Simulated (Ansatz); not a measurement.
Si₁₉PH₃₀, a doped nanocrystal cut from the lattice of silicon (P on a surface site). The state is a doublet with charge 0. Geometry PBE-D4/def2-SVP; atoms count from 1.

```xyz
50

P     0.056   -2.778   -1.041
Si   -2.883   -3.804    1.902
Si   -0.033   -1.550    2.501
Si   -3.595   -0.003    1.844
Si    3.607   -1.758   -3.212
Si    2.866   -0.641    0.219
Si    2.283    1.850   -2.775
Si   -0.671    0.862   -0.509
Si   -1.028    2.640    2.988
Si    1.937    3.569    0.664
Si   -2.075   -3.693   -0.313
Si    1.405   -2.595   -3.055
Si    0.539   -0.975    0.294
Si   -2.985    0.462   -0.384
Si   -2.353   -1.726    2.859
Si   -3.290    1.990    3.059
Si   -0.028    1.397   -2.707
Si    3.638    0.159   -1.856
Si    2.617    3.847   -1.573
Si   -0.290    2.811    0.759
H     0.892   -3.723   -0.359
H    -2.114   -4.875    2.637
H    -4.361   -4.106    2.018
H     0.602   -2.894    2.778
H     0.615   -0.542    3.417
H    -5.056   -0.392    1.896
H     4.548   -2.776   -2.615
H     4.063   -1.447   -4.620
H     3.507   -1.983    0.488
H     3.231    0.276    1.360
H     2.713    2.062   -4.209
H    -0.175    1.643    3.728
H    -0.853    3.985    3.652
H     2.836    2.584    1.364
H     2.025    4.884    1.401
H    -1.973   -5.077   -0.908
H    -3.038   -2.906   -1.161
H     1.348   -4.027   -3.530
H     0.497   -1.787   -3.944
H    -3.393   -0.635   -1.331
H    -3.688    1.731   -0.804
H    -2.643   -1.699    4.342
H    -3.739    1.803    4.488
H    -4.117    3.090    2.441
H    -0.428    0.307   -3.665
H    -0.762    2.658   -3.098
H     5.036    0.714   -1.700
H     4.068    4.257   -1.635
H     1.785    4.949   -2.184
H    -1.146    3.863    0.088
```

Single mean-field runs in def2-TZVP are fitted with def2-universal-jkfit. Another isomer (doublet) lies 0.07 eV lower at PBE0-D4/def2-TZVP; other spin states weren't run for this one.

**Question.** Estimate the Mulliken populations of the heavy atoms from the PBE0/def2-TZVP orbitals of Ansatz.

**Answer.** 
```tsv
atom	charge (e)	spin (α − β)
P1	-0.11	0.11
Si2	-0.01	0.08
Si3	-0.05	0.01
Si4	-0.01	0.00
Si5	-0.01	0.08
Si6	-0.05	0.01
Si7	-0.01	0.00
Si8	0.05	0.00
Si9	-0.01	0.00
Si10	-0.01	0.00
Si11	-0.04	0.34
Si12	-0.04	0.34
Si13	0.06	0.01
Si14	-0.05	0.00
Si15	-0.01	0.00
Si16	-0.01	0.00
Si17	-0.05	0.00
Si18	-0.01	0.00
Si19	-0.01	0.00
Si20	-0.02	0.00
```
Mulliken values and Mayer orders depend strongly on the basis.

**Question.** Where does the spin sit?

**Answer.** Summed by element: P 0.11, Si 0.88, H 0.01, of 1 unpaired in all. Largest on single atoms: Si11 0.34, Si12 0.34, P1 0.11.

**Question.** And the Mayer bond orders between bonded heavy atoms (over 0.3)?

**Answer.** P1–Si11 0.78 (2.43 Å); P1–Si12 0.78 (2.43 Å); P1–Si13 0.92 (2.29 Å); Si2–Si11 0.92 (2.36 Å); Si2–Si15 0.96 (2.35 Å); Si3–Si13 0.92 (2.35 Å); Si3–Si15 0.93 (2.35 Å); Si4–Si14 0.94 (2.36 Å); Si4–Si15 0.94 (2.35 Å); Si4–Si16 0.95 (2.35 Å); Si5–Si12 0.92 (2.36 Å); Si5–Si18 0.96 (2.35 Å); Si6–Si13 0.92 (2.35 Å); Si6–Si18 0.93 (2.35 Å); Si7–Si17 0.94 (2.36 Å); Si7–Si18 0.94 (2.35 Å); Si7–Si19 0.95 (2.35 Å); Si8–Si13 0.90 (2.34 Å); Si8–Si14 0.92 (2.35 Å); Si8–Si17 0.92 (2.35 Å); Si8–Si20 0.92 (2.36 Å); Si9–Si16 0.95 (2.35 Å); Si9–Si20 0.94 (2.35 Å); Si10–Si19 0.95 (2.35 Å); Si10–Si20 0.94 (2.35 Å).
